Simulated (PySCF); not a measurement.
Isomers of C3H13NSSi2, mass 151.031 u with the commonest isotopes. Method used: PBE0/pcSseg-1 in PySCF (dipole) on a GFN2-xTB geometry, gas phase. One conformer each, none proved a minimum here; rigid rotors.

Question: Order these by rotational constant A, largest first.
A. `[CH3:1][CH2:2][Si@H:3]([CH3:4])[S:5][SiH2:6][NH2:7]` with C1–C2–Si3–C4 -60°, C2–Si3–S5–Si6 176°, Si3–S5–Si6–N7 159°, S5–Si6–N7–H 169° and 25°
B. `[CH3:1][N:2]([CH2:3][CH2:4][SiH3:5])[SiH2:6][SH:7]` with C1–N2–C3–C4 74°, N2–C3–C4–Si5 176°, C1–N2–Si6–S7 166°, N2–Si6–S7–H -59°
C. `[CH3:1][NH:2][SiH2:3][S:4][SiH:5]([CH3:6])[CH3:7]` with C1–N2–Si3–S4 -61°, N2–Si3–S4–Si5 -165°, Si3–S4–Si5–C6 71°
D. `[CH3:1][NH:2][SiH2:3][S:4][C@H:5]([CH3:6])[SiH3:7]` with C1–N2–Si3–S4 -178°, N2–Si3–S4–C5 -177°, Si3–S4–C5–C6 -95°

Answer: D (3733 MHz), A (3569 MHz), C (2843 MHz), B (1836 MHz).

Question: Order these by radius of gyration √(Σ m r²/M), smallest first.
A. `[CH3:1][N:2]([CH2:3][CH2:4][SiH3:5])[SiH2:6][SH:7]` with C1–N2–C3–C4 74°, N2–C3–C4–Si5 176°, C1–N2–Si6–S7 166°, N2–Si6–S7–H -59°
B. `[CH3:1][NH:2][SiH2:3][S:4][SiH:5]([CH3:6])[CH3:7]` with C1–N2–Si3–S4 -61°, N2–Si3–S4–Si5 -165°, Si3–S4–Si5–C6 71°
C. `[CH3:1][NH:2][SiH2:3][S:4][C@H:5]([CH3:6])[SiH3:7]` with C1–N2–Si3–S4 -178°, N2–Si3–S4–C5 -177°, Si3–S4–C5–C6 -95°

Answer: B (2.379 Å), A (2.444 Å), C (2.523 Å).

Question: Order these by rotational constant B, largest first.
A. `[CH3:1][N:2]([CH2:3][CH2:4][SiH3:5])[SiH2:6][SH:7]` with C1–N2–C3–C4 74°, N2–C3–C4–Si5 176°, C1–N2–Si6–S7 166°, N2–Si6–S7–H -59°
B. `[CH3:1][NH:2][SiH2:3][S:4][C@H:5]([CH3:6])[SiH3:7]` with C1–N2–Si3–S4 -178°, N2–Si3–S4–C5 -177°, Si3–S4–C5–C6 -95°
C. `[CH3:1][CH2:2][Si@H:3]([CH3:4])[S:5][SiH2:6][NH2:7]` with C1–C2–Si3–C4 -60°, C2–Si3–S5–Si6 176°, Si3–S5–Si6–N7 159°, S5–Si6–N7–H 169° and 25°
D. `[CH3:1][NH:2][SiH2:3][S:4][SiH:5]([CH3:6])[CH3:7]` with C1–N2–Si3–S4 -61°, N2–Si3–S4–Si5 -165°, Si3–S4–Si5–C6 71°

Answer: A (762.6 MHz), D (663.0 MHz), C (637.4 MHz), B (582.5 MHz).

```
                 SMILES  point group  Ia (u·Å²)  Ib (u·Å²)  Ic (u·Å²)      κ  μa (D)  μb (D)  μc (D)
CN[SiH2]S[C@H](C)[SiH3]           C1     135.38     867.55     919.61  -0.98    1.13    1.04    0.52
     CN[SiH2]S[SiH](C)C           C1     177.79     762.22     770.18  -0.99    0.04    0.41    1.23
    CN(CC[SiH3])[SiH2]S           C1     275.26     662.72     866.41  -0.71    0.59    2.24    0.44
    CC[Si@H](C)S[SiH2]N           C1     141.62     792.93     886.75  -0.96    0.25    1.16    0.43
```
